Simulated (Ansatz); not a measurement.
Stretching the O3–H4 bond in BH3O2 (SMILES OBO) (multiplicity 1 held, fragments rigid). Energies count from the point at 0.965 Å.
Geometry at that point (charge 0, multiplicity 1):
```xyz
6

B     -0.325    -0.272    -0.234
H     -1.110    -0.987    -0.779
O     -0.275     1.032    -0.605
H      0.386     1.537    -0.115
O      0.517    -0.723     0.745
H      0.413    -1.657     0.945
```

Signs of static correlation in cc-pVTZ, with CASSCF(4,3), from Ansatz (a first-principles code) runs.

```json
[
 {"R (Å)": "0.772", "T1 of restricted CCSD": "0.012", "⟨S²⟩ of UHF": "0.000", "largest double amplitude of restricted CCSD": "0.026", "weight of the CASSCF reference in MRCISD": "0.899", "CASSCF natural occupations": "2.00 1.99 0.01"},
 {"R (Å)": "0.869", "T1 of restricted CCSD": "0.012", "⟨S²⟩ of UHF": "0.000", "largest double amplitude of restricted CCSD": "0.026", "weight of the CASSCF reference in MRCISD": "0.898", "CASSCF natural occupations": "2.00 1.99 0.01"},
 {"R (Å)": "0.965", "T1 of restricted CCSD": "0.013", "⟨S²⟩ of UHF": "0.000", "largest double amplitude of restricted CCSD": "0.026", "weight of the CASSCF reference in MRCISD": "0.897", "CASSCF natural occupations": "2.00 1.98 0.02"},
 {"R (Å)": "1.062", "T1 of restricted CCSD": "0.013", "⟨S²⟩ of UHF": "0.000", "largest double amplitude of restricted CCSD": "0.027", "weight of the CASSCF reference in MRCISD": "0.897", "CASSCF natural occupations": "2.00 1.97 0.03"},
 {"R (Å)": "1.158", "T1 of restricted CCSD": "0.013", "⟨S²⟩ of UHF": "0.000", "largest double amplitude of restricted CCSD": "0.027", "weight of the CASSCF reference in MRCISD": "0.896", "CASSCF natural occupations": "2.00 1.96 0.04"},
 {"R (Å)": "1.303", "T1 of restricted CCSD": "0.014", "⟨S²⟩ of UHF": "0.000", "largest double amplitude of restricted CCSD": "0.032", "weight of the CASSCF reference in MRCISD": "0.896", "CASSCF natural occupations": "2.00 1.93 0.07"},
 {"R (Å)": "1.448", "T1 of restricted CCSD": "0.015", "⟨S²⟩ of UHF": "0.264", "largest double amplitude of restricted CCSD": "0.070", "weight of the CASSCF reference in MRCISD": "0.896", "CASSCF natural occupations": "2.00 1.89 0.11"},
 {"R (Å)": "1.689", "T1 of restricted CCSD": "0.018", "⟨S²⟩ of UHF": "0.728", "largest double amplitude of restricted CCSD": "?", "weight of the CASSCF reference in MRCISD": "0.896", "CASSCF natural occupations": "2.00 1.77 0.23"},
 {"R (Å)": "1.931", "T1 of restricted CCSD": "0.023", "⟨S²⟩ of UHF": "0.895", "largest double amplitude of restricted CCSD": "?", "weight of the CASSCF reference in MRCISD": "0.897", "CASSCF natural occupations": "2.00 1.61 0.39"},
 {"R (Å)": "2.220", "T1 of restricted CCSD": "0.030", "⟨S²⟩ of UHF": "0.968", "largest double amplitude of restricted CCSD": "0.425", "weight of the CASSCF reference in MRCISD": "0.898", "CASSCF natural occupations": "2.00 1.42 0.58"},
 {"R (Å)": "2.606", "T1 of restricted CCSD": "0.038", "⟨S²⟩ of UHF": "0.997", "largest double amplitude of restricted CCSD": "0.582", "weight of the CASSCF reference in MRCISD": "0.898", "CASSCF natural occupations": "2.00 1.23 0.77"},
 {"R (Å)": "3.089", "T1 of restricted CCSD": "0.043", "⟨S²⟩ of UHF": "1.006", "largest double amplitude of restricted CCSD": "0.712", "weight of the CASSCF reference in MRCISD": "0.898", "CASSCF natural occupations": "2.00 1.10 0.90"}
]
```

**Question.** Fill in the missing entries.

**Answer.** 
- 1.689, largest double amplitude of restricted CCSD: 0.170
- 1.931, largest double amplitude of restricted CCSD: 0.286

Doubts at one or more of the structures used: active orbitals that take no part (SC-NEVPT2 on CASSCF(4,3)/cc-pVTZ); a restricted determinant that unrestricted orbitals would lower (R-CCSD(T)/cc-pVTZ); other coupled-cluster roots lie near (R-CCSD(T)/cc-pVTZ); a spin-contaminated determinant (U-CCSD(T)/cc-pVTZ); T1 above 0.05 (U-CCSD(T)/cc-pVTZ).
